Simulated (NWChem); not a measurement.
A series in which one site is exchanged, each optimised at PBE0/def2-SVP with NWChem, gas phase unless a solvent is named. This build's default masses of Se (78.918 u) and Br (79.917 u) are each other's, which moves their modes by up to 0.6 %. Some are not confirmed as minima by frequencies. def2 effective core potentials on I; no spin-orbit coupling.

A: Cl[Se]Cl (SeCl₂; site = Cl)
B: [Se](F)Cl (SeClF; site = F)
C: Cl[SeH] (HSeCl; site = H)
D: Cl[Se]I (SeICl; site = I)

Values for A:

* **dipole (D), PBE0/def2-SVP**: 1.17
* **orbital gap (eV), PBE0/def2-SVP**: 4.33
* **vertical ionisation energy, ΔSCF, PBE0/def2-SVP (eV)**: 9.35
* **static polarisability, PBE0/def2-SVPD (bohr³)**: 57.8
* **lowest singlet excitation, PBE0/def2-SVPD, TDA (eV)**: 2.69

### Question
How do these values change for the other members?

### Answer
```json
[
 {"change from A": "dipole (D), PBE0/def2-SVP", "B": "+0.55", "C": "+0.43", "D": "-0.19"},
 {"change from A": "orbital gap (eV), PBE0/def2-SVP", "B": "+0.35", "C": "+0.36", "D": "-0.73"},
 {"change from A": "vertical ionisation energy, ΔSCF, PBE0/def2-SVP (eV)", "B": "+0.25", "C": "+0.18", "D": "-0.43"},
 {"change from A": "static polarisability, PBE0/def2-SVPD (bohr³)", "B": "-14.8", "C": "-14.1", "D": "+22.6"},
 {"change from A": "lowest singlet excitation, PBE0/def2-SVPD, TDA (eV)", "B": "+0.19", "C": "+0.20", "D": "-0.52"}
]
```
